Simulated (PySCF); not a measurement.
C₂H₅FOSi₂, SMILES C1(F)=CO[SiH2][SiH2]1. Geometry: PBE0-D3(BJ)/def2-SVP. This is a generated structure with no PubChem entry under its InChIKey; it may be hypothetical.

These are PySCF 2.14.0 with PBE0-D3(BJ)/def2-SVP values and carry that method's errors.

Harmonic wavenumbers (cm⁻¹): 83, 316, 316, 323, 333, 371, 445, 591, 610, 630, 678, 693, 695, 745, 828, 917, 934, 952, 1236, 1255, 1301, 1692, 2233, 2235, 2251, 2257, 3203. Rotational constants (GHz): 3.814, 1.958, 1.335; symmetry number 1.

Problem. Work out the zero-point energy and the ideal-gas rigid-rotor harmonic-oscillator thermochemistry at 298.15 K and 1 atm.

Solution. ZPE = ½ Σ hcν = ½ × 28124 cm⁻¹ = 168.22 kJ/mol. H − E(el) = 188.94 kJ/mol. Entropy in J/(mol K): translation 168.48, rotation 116.60, vibration 58.87, total 343.95. G − E(el) = 86.39 kJ/mol. Cp = 117.96 J/(mol K). Modes under 150 cm⁻¹ make the vibrational entropy uncertain.
